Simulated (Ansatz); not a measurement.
Input for Ansatz (a first-principles code): U-CCSD(T)/def2-TZVPP on BrHSi (SMILES [SiH]Br), a point of a bond scan (R = 1.524 Å). The run froze 19 orbitals, filled d shells among them.

Ansatz 0.2 input:
```yaml
crystal:
  periodic: [false, false, false]
  atoms:
    - {symbol: Si, position_ang: [-0.89669569, -0.76104712, 1.06218335]}
    - {symbol: H, position_ang: [-1.89251546, -1.22928872, 0.00776741]}
    - {symbol: Br, position_ang: [0.41275014, 0.33954138, -0.42509526]}
basis:
  gaussian:
    orbitals: def2-TZVPP
correlation: {method: ccsd_t, electrons: outside_noble_gas}
scf: {omitted_lower_state_checks: [cluster_reference]}
magnetization: {spin_polarized: true, initial_magnetization: 0}
```

Q: Give the final energy of this run.

A: -2862.2378 hartree (reference determinant -2861.9339, T1 diagnostic 0.066). Its determinant has ⟨S²⟩ = 0.28, a mixture of spin states.

Q: How many basis functions does it have, and what does it roughly cost on one machine?

A: 104 functions; roughly 10 core-seconds.
